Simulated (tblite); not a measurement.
C5H6F3O (doublet state).
Z-matrix (Å and degrees, GFN2-xTB geometry), rows numbered from 1:
```
C 
C   1  1.2909
C   2  1.4552  1  143.74
C   3  1.5368  2  113.02  1    12.95
F   4  1.3754  3  110.22  2   -66.98
O   4  1.3946  3  108.43  2   174.44
C   6  1.3615  4  115.52  3  -177.07
F   7  1.3580  6  110.86  4    69.58
F   7  1.3333  6  107.98  4  -174.01
H   1  1.0923  2  123.93  3     1.58
H   1  1.0799  2  122.09  3  -179.52
H   3  1.0930  2  110.15  1  -107.87
H   3  1.0929  2  110.60  1   132.60
H   4  1.1014  3  111.92  2    50.63
H   7  1.1049  6  114.47  4   -52.22
```

Computed values, GFN2-xTB/tblite, gas phase, harmonic and unscaled. The method is semi-empirical: single wavenumbers can be off by several per cent or more. One conformer, not necessarily the lowest. Open shells enter through the occupations alone, without spin polarisation, and single modes of such species can be off by tens of per cent.

Harmonic wavenumbers (cm⁻¹): 35.2, 54.2, 79.3, 92.5, 118.6, 172.2, 257.0, 370.6, 408.9, 419.3, 469.3, 511.3, 554.4, 669.8, 832.7, 865.8, 933.6, 981.9, 992.7, 1001.9, 1024.3, 1070.7, 1109.9, 1120.7, 1148.2, 1248.2, 1273.3, 1281.4, 1295.9, 1303.4, 1363.3, 1415.2, 1824.0, 2860.4, 2880.8, 2881.1, 2960.4, 2975.5, 3053.2.

A = 4146, B = 744.0, C = 729.7 MHz; mass 139.037 u (most abundant isotopes); point group C1, symmetry number 1; spin multiplicity 2.

Question: Zero-point energy?

Answer: Half the sum of the wavenumbers: 21956 cm⁻¹ = 62.77 kcal/mol.

Question: What is S at 298.15 K and 1 bar for an ideal gas of classical rigid rotors and harmonic oscillators?

Answer: Translation 40.73, rotation 29.35, vibration 31.32, spin (R ln 2) 1.38: S = 102.8 cal/(mol K).

Question: And Cp and H(298.15 K) − H(0)?

Answer: Cp = 35.59 cal/(mol K), of which vibrations give 27.64 (their classical limit is 39 R = 77.5); H(298.15 K) − H(0) = 6.89 kcal/mol without the zero-point energy, 4.52 from vibrations.

Question: Blend soft modes into free rotors: weight 1/[1 + (100 cm⁻¹/ν̃)⁴] for the oscillator and the rest for a rotor with moment μB/(μ + B), μ = h/(8π²ν), B = 10⁻⁴⁴ kg m². What vibrational entropy results?

Answer: 27.50 cal/(mol K) in place of 31.32, which changes −T·S at 298.15 K by +1.14 kcal/mol.

Question: Which modes carry the vibrational entropy at 298.15 K?

Answer: 35.2 cm⁻¹: 5.51; 54.2 cm⁻¹: 4.66; 79.3 cm⁻¹: 3.91; 92.5 cm⁻¹: 3.61; 118.6 cm⁻¹: 3.12; 172.2 cm⁻¹: 2.41 cal/(mol K); the other 33 give 8.10 together.

Question: What must be added to the electronic energy to get the Gibbs energy at 298.15 K and 1 bar?

Answer: ZPE + [H(298.15 K) − H(0)] − T·S = 62.77 + 6.89 − 30.64 = 39.02 kcal/mol.

Question: How do the functions run with temperature in this model?

Answer: 
```tsv
T (K)	S (cal/(mol K))	Cp (cal/(mol K))	H − H(0) (kcal/mol)	G − H(0) (kcal/mol)	ln q(vib)
150	83.0	23.6	2.52	-9.93	4.09
250	96.9	31.6	5.27	-18.94	6.88
400	114.4	43.6	10.93	-34.82	10.67
600	134.4	55.4	20.91	-59.75	15.36
900	159.1	65.9	39.25	-103.92	21.73
```

q(vib) and H(0) count from the zero-point level.

Hindered rotation and anharmonicity are outside this model. Other conformers, if any are populated, would add a mixing term that is left out. The structure is chiral; the term R ln 2 for an equal mix with its mirror image is left out.

Time: 0.35 s of wall time. Hardware: an Arm Neoverse V2 with one thread, no GPU, on a shared host. This covers the Hessian and the dipole derivatives.
